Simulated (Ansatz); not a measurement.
Isolated molecules relaxed with PBE0-D4/def2-TZVP in Ansatz; ΔE leaves out vibrations. CBS: MP2 limit from def2 TZ/QZ plus the TZ coupled-cluster correction, frozen cores. This one scheme is used for every species. Double bonds are as drawn, so ΔE can hold a change between cis and trans. Functionals use def2-TZVPP. Elements past krypton have def2 core potentials. For In outer-core shells are correlated without core-valence functions, which leaves a few kJ/mol of doubt a bond. One conformer a species, not always the lowest.

`C=C/C=[N]\[InH2]` + CH₄ → `C/C=[N]\[InH2]` + `C=C`  (formal exchange of groups at a C–C bond)

```tsv
level	ΔE (kJ/mol)
PBE0-D4	32.2
r2SCAN0-D4	33.1
ωB97X-V	27.0
PBE-QIDH	31.4
PBE	33.0
BLYP	32.0
r2SCAN0	32.4
HF/def2-QZVPP	23.3
```

Q: What does CCSD(T)/CBS give? (An estimate is asked.)

A: The calculation gave: +29.3 kJ/mol. The listed levels differ from it by 2.9, 3.8, -2.3, 2.1, 3.7, 2.7, 3.1, -6.0 kJ/mol.

Largest T1 diagnostic among the species: 0.017.

In def2-TZVPP, CCSD(T) changes the Hartree–Fock value by +6.3 kJ/mol (the triples alone add +2.8 kJ/mol) and MP2 by +10.7 kJ/mol. From r2SCAN to r2SCAN0 (25 % exact exchange), in def2-TZVPP and without D4, ΔE moves by −3.0 kJ/mol.

CCSD(T)/CBS has its own doubt, a few kJ/mol and more with outer-core shells, so smaller differences from it don't rank the levels.
